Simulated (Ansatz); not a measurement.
One change: `[O]=[W]([OH])([F])=[S]` becomes `[O]=[W]([F])(=[S])[Cl]`.

Ansatz, PBE0-D4/def2-TZVP geometries, multiplicity 1. Each molecule was computed in one conformer, which needn't be the lowest.

Elements past krypton have def2 core potentials.

```tsv
property	`[O]=[W]([OH])([F])=[S]`
zero-point energy (PBE0-D4/def2-TZVP) / kJ/mol	54.2
LUMO energy (ωB97M-V/def2-TZVPP) / eV	-0.53
HOMO energy (ωB97M-V/def2-TZVPP) / eV	-10.13
size of the dipole moment (B3LYP/def2-TZVPP) / D	3.01
HOMO energy (PBE0/def2-TZVPP) / eV	-8.03
HOMO–LUMO gap (B3LYP/def2-TZVPP) / eV	4.98
```

(1) What does the change do to each property? (An estimate is asked.)

## Answers

(1) Computed: 
```tsv
property	`[O]=[W]([F])(=[S])[Cl]`	shift
zero-point energy (PBE0-D4/def2-TZVP) / kJ/mol	22.6	-31.6
LUMO energy (ωB97M-V/def2-TZVPP) / eV	-1.18	-0.65
HOMO energy (ωB97M-V/def2-TZVPP) / eV	-10.37	-0.24
size of the dipole moment (B3LYP/def2-TZVPP) / D	1.40	-1.61
HOMO energy (PBE0/def2-TZVPP) / eV	-8.28	-0.25
HOMO–LUMO gap (B3LYP/def2-TZVPP) / eV	4.59	-0.39
```

With PBE0 the HOMO falls by 0.25 eV and the LUMO falls by 0.63 eV, so the gap narrows by about 0.38 eV. PBE moves the HOMO by -0.25 eV and ωB97M-V by -0.24 eV. The zero-point energy changes by -31.6 kJ/mol with -3 modes. Dipoles are sizes alone; their direction can turn.

B3LYP here is the variant with VWN-RPA as its local correlation; programs differ in this.
